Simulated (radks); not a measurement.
Values are calculated unless marked as measured or tabulated.
Question: The mean radii <r> (bohr) of the occupied orbitals of an atom or ion are listed with their occupations. Level of theory: non-relativistic Kohn-Sham, TPSS, spin-unpolarised, spherical densities, point nucleus; meta-GGA in the generalised Kohn-Sham scheme (a radial shooting solver on a logarithmic mesh with Libxc functionals).

| orbital | occ. | <r> |
|---|---|---|
| 1s | 2 | 0.1762 |
| 2s | 2 | 0.9594 |
| 2p | 4 | 0.9828 |

Name the element and its charge.

Answer: Z = 9, fluorine, charge +1: F+ in [He] 2s2 2p4. The 1s radius gives Z: for a bare nucleus <r> = 1.5/Z, 0.1667 bohr for Z = 9, and screening makes it slightly larger (0.1762 here). The occupations add up to 8, and the charge is Z minus that.
